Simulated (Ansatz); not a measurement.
Al₂As₂. Charge 0, multiplicity 1. Geometry relaxed at B3LYP-D4/def2-SVP.

Cartesian coordinates in Å:
```
Al 0.8349 0.0828 -0.9732
Al -0.8349 -0.0828 0.9732
As 0.6801 -1.8650 0.4249
As -0.6801 1.8650 -0.4250
```

The restricted singlet is unstable towards broken spin symmetry at other levels; at B3LYP-D4/def2-SVP this wasn't settled. At PBE0-D4/def2-TZVP a triplet of charge 0 lies 0.59 eV below the restricted singlet, each at its own geometry. The structure comes from a short search, and lower isomers may exist.

(1) Estimate the harmonic wavenumbers at RKS B3LYP-D4/def2-SVP (Ansatz, unscaled). Is this a minimum?

Answers

(1) 107, 185, 211, 316, 347, 393 cm⁻¹. Yes, no mode is imaginary beyond noise. Zero-point energy 9.3 kJ/mol. Hardware: 4 threads of Intel Xeon Platinum 8259CL on a shared host. Wall time 30 s.
